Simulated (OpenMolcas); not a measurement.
**Ag5+: moving or changing the point charges**

Ag5+ among 2 point charges of -1.5 e arranged as a linear pair (D∞h), 2.22 Å from the ion.

- Program: OpenMolcas
- Method: CASSCF
- Basis: ANO-RCC-VDZP [6s5p3d1f]
- Scalar Hamiltonian: DKH2, point nucleus
- Active space: 6 electrons in 5 orbitals (4d)
- State averaging: 2S+1 = 5 even, 5 roots; 2S+1 = 3 even, 45 roots; 2S+1 = 1 even, 50 roots
- Spin-orbit coupling: RASSI with atomic mean-field integrals over the reference wave functions

Runs around this geometry, states (labels by Λ). Energies in cm-1 above the lowest state or level, χT in cm3 K/mol.

```
R (Å)  q (e)  Ground state  First state of that spin  First gap with spin-orbit (degeneracies)  χT at 300 K  First state of another spin
 2.22  -0.75            5Δ                   5Π 2730                              798.0 (2, 2)        5.056                     3Σ 23629
 2.06   -1.5            5Δ                   5Π 6726                               1100 (2, 2)        4.897                     3Φ 23627
 2.22   -1.5            5Δ                   5Π 5472                               1044 (2, 2)        4.925                     3Φ 23952
 2.34   -1.5            5Δ                   5Π 4725                              998.4 (2, 2)        4.948                     3Σ 24053
```

Taking the first state of the same spin as R^-n, n = -ln(4725 / 6726) / ln(2.34 / 2.06) = 2.8 between the shortest and longest distance.

Scaling the charges by -0.75 / -1.5 = 0.50 scales the first state of the same spin by 2730 / 5472 = 0.50; with fixed orbitals a first-order splitting would follow the charge.

Without dynamic correlation the repulsion within the d shell is too large (B by tens of per cent), so at a given field states of lower spin stand too high. Point charges give a weaker field than real ligands, and real ions of this kind are as a rule low spin; the high spin found here belongs to the model. The ground term spreads over less than 5000 cm-1, several times less than with real ligands, so orbital moments are less quenched and χT lies further from the spin-only value than at real sites (holds for R = 2.22, q = -0.75). This is an electrostatic model: the charges have no orbitals. No measured value stands beside these numbers.
